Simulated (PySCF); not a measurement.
Species: C3H8O4Si.
Bonds: C1–O2, O2–Si3, Si3–O4, O4–C5, C5–C6, C6–O7 (double), C6–O8. Hydrogens: H9, H10, H11 on C1; H12, H13 on Si3; H14, H15 on C5; H16 on O8.

The same species was optimised twice, with GFN2-xTB and with PBE0-D3(BJ)/def2-SVP (PySCF), and the same property calculations (PySCF, gas phase) were run on both structures.

```tsv
coordinate	GFN2-xTB	PBE0-D3(BJ)/def2-SVP	change
Si3–O4 (Å)	1.623	1.669	+0.046
O2–Si3 (Å)	1.622	1.664	+0.042
C1–O2 (Å)	1.387	1.395	+0.008
C6=O7 (Å)	1.199	1.205	+0.006
C6–O8 (Å)	1.333	1.328	-0.005
O4–C5 (Å)	1.369	1.372	+0.003
C5–C6 (Å)	1.507	1.507	0.000
O2–Si3–O4 (°)	95.0	99.8	+4.8
Si3–O4–C5 (°)	129.6	132.7	+3.1
C1–O2–Si3 (°)	124.9	122.7	-2.2
C5–C6–O7 (°)	124.7	122.8	-1.9
O4–C5–C6 (°)	113.9	112.7	-1.2
C5–C6–O8 (°)	112.1	113.3	+1.2
O7–C6–O8 (°)	123.2	123.9	+0.7
C1–O2–Si3–O4 (°)	-179	179	-2
O2–Si3–O4–C5 (°)	179	180	+1
Si3–O4–C5–C6 (°)	1	1	0
O4–C5–C6–O7 (°)	1	0	-1
```

Rotational constants: A = 6262, B = 789.1, C = 713.1 MHz (GFN2-xTB) against A = 6214, B = 761.0, C = 689.6 MHz (PBE0-D3(BJ)/def2-SVP).

On the GFN2-xTB structure: isotropic polarisability (au) 75.1 [wB97X-D/def2-SVPD]; HOMO (eV) -9.61 [wB97X-D/def2-SVPD]; LUMO (eV) 1.44 [wB97X-D/def2-SVPD]; dipole (D) 2.39 [wB97X-D/def2-SVPD].

What do these properties become on the PBE0-D3(BJ)/def2-SVP structure?

```tsv
property	level	on GFN2-xTB	on PBE0-D3(BJ)/def2-SVP	change
isotropic polarisability (au)	wB97X-D/def2-SVPD	75.1	77.0	+1.9
HOMO (eV)	wB97X-D/def2-SVPD	-9.61	-9.61	0.00
LUMO (eV)	wB97X-D/def2-SVPD	1.44	1.42	-0.02
dipole (D)	wB97X-D/def2-SVPD	2.39	2.53	+0.14
energy, GFN2-xTB geometry as zero (kcal/mol)	wB97X-D/def2-SVPD	0.0	-3.9	-3.9
```

The heavy atoms differ by 0.070 Å rms after alignment. Among bonds between heavy atoms Si3–O4 changes most (+0.046 Å). Changes are differences of the printed values. Neither structure is proved a minimum here.

wB97X-D is run here without its empirical dispersion term; that term would change no orbital, density or response property at a fixed geometry.
